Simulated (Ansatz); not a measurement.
Input file for Ansatz (an electronic-structure program): U-CCSD(T)/cc-pV(D+d)Z on OH (SMILES [OH]). The basis file is the Basis Set Exchange's JSON of that set.

Ansatz 0.2 input:
```yaml
crystal:
  periodic: [false, false, false]
  atoms:
    - {symbol: O, position_ang: [0.48836141, 0.00000000, -0.00000000]}
    - {symbol: H, position_ang: [-0.48836141, -0.00000000, 0.00000000]}
basis:
  gaussian:
    orbitals: cc-pV_D+d_Z.json
magnetization: {spin_polarized: true, initial_magnetization: 1}
correlation: {method: ccsd_t, electrons: outside_noble_gas}
scf: {omitted_lower_state_checks: [cluster_reference]}
```

Program output:

```
WARN ansatz: RAYON_NUM_THREADS=4 ignored (pool sized by the plan → 4); use --threads N
Functional definition: HF
these checks for a lower state are left out or cut short: cluster_reference
integrals: 0.00 GiB planned
175 factors; integrals over basis functions are off by at most 1.2e-3 eV
mean field: 0.04 GiB planned
mean field evaluation 1: about -2051.1190 eV, gradient 1.1e1 eV
mean field evaluation 2: about -2051.1192 eV, gradient 1.1e1 eV
mean field evaluation 4: about -2051.5605 eV, gradient 9.7e-1 eV
mean field evaluation 8: about -2051.5653 eV, gradient 3.0e-4 eV
mean field evaluation 16: about -2051.5653 eV, gradient 2.0e-5 eV
mean field -2051.56533379 eV, -75.3936354157 hartree, gradient 8.2e-7 eV, S^2 0.754691; 2 other end points of the search recorded, 0 dependent functions left out
1 core orbitals not correlated
reference -2051.56533379 eV, -75.3936354157 hartree; 4, 3 occupied and 14, 15 virtual orbitals, 175 factors
second order -4.06019004 eV of doubles, -0.00000000 eV of singles
coupled cluster: 0.05 GiB planned
cycle   1  -4.35658981 eV  change   -3.0e-1 eV  update   2.9e-2
cycle   2  -4.45245723 eV  change   -9.6e-2 eV  update   1.0e-2
cycle   3  -4.46129099 eV  change   -8.8e-3 eV  update   3.2e-3
cycle   4  -4.46128710 eV  change    3.9e-6 eV  update   1.4e-3
cycle   5  -4.46165318 eV  change   -3.7e-4 eV  update   5.9e-4
cycle   6  -4.46179602 eV  change   -1.4e-4 eV  update   1.8e-4
cycle   7  -4.46177134 eV  change    2.5e-5 eV  update   5.4e-5
cycle   8  -4.46176990 eV  change    1.4e-6 eV  update   1.5e-5
cycle   9  -4.46176884 eV  change    1.1e-6 eV  update   3.4e-6
perturbative correction -0.04747711 eV, -0.0017447518 hartree
Total energy: -2056.07457974 eV, -75.5593471481 hartree
Checks for a lower state left out: cluster_reference
```

Self-consistency was reached.

Cost: roughly 0.3 core-seconds.
